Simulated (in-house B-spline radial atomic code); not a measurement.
Inner levels of neodymium as electrons are removed. A shift is the extra binding of the orbital against the neutral atom ([Xe] 4f5/2(4) 6s2). The density at the nucleus is averaged over the nuclear charge. Computed with a B-spline radial code for spherical atoms: Dirac-Hartree-Fock, jj configuration that fills j = l - 1/2 first, finite nuclei.

A number in brackets counts the electrons of a j subshell.

```tsv
ion	configuration	shift of 3s1/2 (eV)	shift of 3p3/2 (eV)	shift of 3p1/2 (eV)	radius of 3s1/2 (bohr)	radius of 3p3/2 (bohr)	radius of 3p1/2 (bohr)	Σ<r²> (bohr²)	change of density at nucleus (bohr⁻³)
Nd24+	[Ar] 3d10 4s2 4p6	711.95	711.49	712.99	0.26247	0.26385	0.25222	4.3212	412.69
Nd25+	[Ar] 3d10 4s2 4p1/2(2) 4p3/2(3)	760.32	759.31	761.92	0.26221	0.26391	0.25191	3.8961	510.79
Nd26+	[Ar] 3d10 4s2 4p1/2(2) 4p3/2(2)	809.39	807.81	811.57	0.26194	0.2636	0.25159	3.4842	611.57
Nd27+	[Ar] 3d10 4s2 4p1/2(2) 4p3/2(1)	859.15	856.98	861.93	0.26166	0.26328	0.25125	3.0851	715.03
Nd28+	[Ar] 3d10 4s2 4p1/2(2)	909.59	906.82	913	0.26137	0.26295	0.25091	2.698	821.18
Nd29+	[Ar] 3d10 4s2 4p1/2(1)	?	?	?	?	?	?	?	?
Nd30+	[Ar] 3d10 4s2	1015.04	1012.71	1016.04	0.26067	0.26205	0.25073	1.9966	933.4
Nd31+	[Ar] 3d10 4s1	?	?	?	?	?	?	?	?
Nd32+	[Ar] 3d10	1120.01	1120.1	1124.14	0.26049	0.26116	0.25	1.3381	-2014.51
Nd33+	[Ar] 3d3/2(4) 3d5/2(5)	1207.9	1205.77	1215.46	0.25893	0.25928	0.24818	1.2517	-1810.76
Nd34+	[Ar] 3d3/2(4) 3d5/2(4)	1296.98	1292.7	1308.07	0.25737	0.25741	0.24638	1.1688	-1601.01
Nd35+	[Ar] 3d3/2(4) 3d5/2(3)	1387.24	1380.86	1401.98	0.25582	0.25557	0.24459	1.0892	-1385.22
Nd36+	[Ar] 3d3/2(4) 3d5/2(2)	1478.68	1470.26	1497.17	0.25428	0.25374	0.24282	1.0126	-1163.41
Nd37+	[Ar] 3d3/2(4) 3d5/2(1)	?	?	?	?	?	?	?	?
Nd38+	[Ar] 3d3/2(4)	1665.07	1652.77	1691.39	0.25122	0.25015	0.23934	0.86813	-701.6
```

(1) Fill in the row of Nd29+.

(2) Fill in the row of Nd31+.

(3) Fill in the row of Nd37+.

Answers

(1) shift of 3s1/2 (eV): 961.96; shift of 3p3/2 (eV): 959.41; shift of 3p1/2 (eV): 964.17; radius of 3s1/2 (bohr): 0.26103; radius of 3p3/2 (bohr): 0.2625; radius of 3p1/2 (bohr): 0.25099; Σ<r²> (bohr²): 2.3418; change of density at nucleus (bohr⁻³): 877.03.

(2) shift of 3s1/2 (eV): 1067.23; shift of 3p3/2 (eV): 1066.1; shift of 3p1/2 (eV): 1069.78; radius of 3s1/2 (bohr): 0.26072; radius of 3p3/2 (bohr): 0.26161; radius of 3p1/2 (bohr): 0.25037; Σ<r²> (bohr²): 1.6629; change of density at nucleus (bohr⁻³): -513.93.

(3) shift of 3s1/2 (eV): 1571.29; shift of 3p3/2 (eV): 1560.9; shift of 3p1/2 (eV): 1593.65; radius of 3s1/2 (bohr): 0.25275; radius of 3p3/2 (bohr): 0.25194; radius of 3p1/2 (bohr): 0.24107; Σ<r²> (bohr²): 0.93897; change of density at nucleus (bohr⁻³): -935.53.
